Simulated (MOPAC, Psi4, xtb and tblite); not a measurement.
Conformational energy of SMILES [SiH2](B(O)O)[SiH3] (H7BO2Si2). Scanned: dihedral O1–B2–Si4–Si5; all other coordinates were relaxed at B3LYP-D3(BJ)/def2-SVP. Points at φ and −φ are mirror images. Heavy atoms are numbered in the order of the SMILES OB(O)[SiH2][SiH3], hydrogens after them in the order of the atoms that carry them; the mirror image has the same energies with the sign of each dihedral reversed.

Computed with: GFN2-xTB, on its own relaxed geometries (the stored frames are those of B3LYP-D3(BJ)/def2-SVP) (xtb and tblite); PM6, restricted, heats of formation // B3LYP-D3(BJ)/def2-SVP (MOPAC); AM1, restricted, heats of formation // B3LYP-D3(BJ)/def2-SVP (MOPAC); MP2/cc-pVTZ = DF-MP2 (frozen core)/cc-pVTZ // B3LYP-D3(BJ)/def2-SVP (Psi4 1.11).

Energies relative to the lowest point of each profile, in kJ/mol; the last columns give the difference from MP2:

| φ / ° | GFN2-xTB | PM6 | AM1 | MP2/cc-pVTZ | GFN2-xTB − MP2/cc-pVTZ | PM6 − MP2/cc-pVTZ | AM1 − MP2/cc-pVTZ |
|---|---|---|---|---|---|---|---|
| -150 | 1.78 | 0.49 | 3.38 | 1.05 | 0.73 | -0.56 | 2.33 |
| -120 | 0.60 | 1.73 | 0.86 | 0.37 | 0.22 | 1.36 | 0.49 |
| -90 | 0.00 | 2.51 | 0.00 | 0.00 | 0.00 | 2.51 | 0.00 |
| -60 | 0.54 | 1.77 | 0.77 | 0.31 | 0.22 | 1.46 | 0.45 |
| -30 | 1.77 | 0.51 | 3.47 | 1.05 | 0.72 | -0.54 | 2.42 |
| 0 | 2.43 | 0.07 | 5.29 | 1.41 | 1.02 | -1.34 | 3.88 |
| 30 | 1.77 | 0.51 | 3.47 | 1.05 | 0.72 | -0.54 | 2.42 |
| 60 | 0.54 | 1.77 | 0.77 | 0.31 | 0.22 | 1.46 | 0.45 |
| 90 | 0.00 | 2.51 | 0.00 | 0.00 | 0.00 | 2.51 | 0.00 |
| 120 | 0.60 | 1.73 | 0.86 | 0.37 | 0.22 | 1.36 | 0.49 |
| 150 | 1.78 | 0.49 | 3.38 | 1.05 | 0.73 | -0.56 | 2.33 |
| 180 | 2.43 | 0.00 | 5.03 | 1.40 | 1.03 | -1.40 | 3.63 |

GFN2-xTB is furthest from MP2/cc-pVTZ at 180 (1.03 kJ/mol, above); its mean absolute difference over the points is 0.49 kJ/mol.

PM6 is furthest from MP2/cc-pVTZ at -90 (2.51 kJ/mol, above); its mean absolute difference over the points is 1.30 kJ/mol.

AM1 is furthest from MP2/cc-pVTZ at 0 (3.88 kJ/mol, above); its mean absolute difference over the points is 1.58 kJ/mol.
